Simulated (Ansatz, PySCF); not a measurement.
Donor–acceptor adduct: GaH3 (SMILES [GaH3]) (first 4 atoms) with NH3 (SMILES N); geometry from B3LYP-D3(BJ)/def2-TZVP, rigid monomers moved along the line of their centres of mass till Ga1···N5 is 1.96 Å.
(charge 0, multiplicity 1):
```xyz
8

Ga     0.4703    -0.3679     0.7709
H      0.0872    -1.9012     0.8392
H     -0.2810     0.5411    -0.2834
H      1.9285     0.0557     1.2143
N     -0.4878     0.2260     2.3769
H     -1.4811     0.0398     2.2896
H     -0.1436    -0.2595     3.1983
H     -0.3619     1.2224     2.5198
```

Counterpoise-corrected where a basis set is named; no monomer relaxation. Rows marked so take none.

Correlated levels freeze the cores. Filled d and f shells under p-block atoms count as core. CBS(a, b) extrapolates the correlation energy as X⁻³ and adds the Hartree–Fock energy of set b. Rows in 6-31G* carry no dispersion term and start afresh at each structure (6-31G* with six Cartesian d functions); the Pople sets are all-electron and without relativity. MP2/6-31G* freezes PySCF's default core, which leaves 3d correlated.

Programs: Ansatz (Gaussian orbitals); PySCF for 6-31G* rows, the dispersion terms. 

| level | interaction energy (kcal/mol) |
|---|---|
| HF/6-31G* | -17.01 |
| HF/aug-cc-pVTZ | -17.34 |
| PBE-D4/def2-TZVPPD | -21.55 |
| r2SCAN-D3(BJ)/def2-TZVPPD | -24.77 |
| B3LYP/6-31G* | -19.53 |
| PBE0/def2-TZVPPD | -22.16 |
| MP2/6-31G* (no counterpoise) | -27.20 |
| CCSD(T)/aug-cc-pVTZ | -20.20 |
| CCSD(T)/CBS(aug-cc-pVDZ, aug-cc-pVTZ) | (withheld) |

Task: What belongs in the gaps?

Result: 
- CCSD(T)/CBS(aug-cc-pVDZ, aug-cc-pVTZ), interaction energy (kcal/mol): -20.88

Ansatz is a quantum-chemistry and plane-wave program.
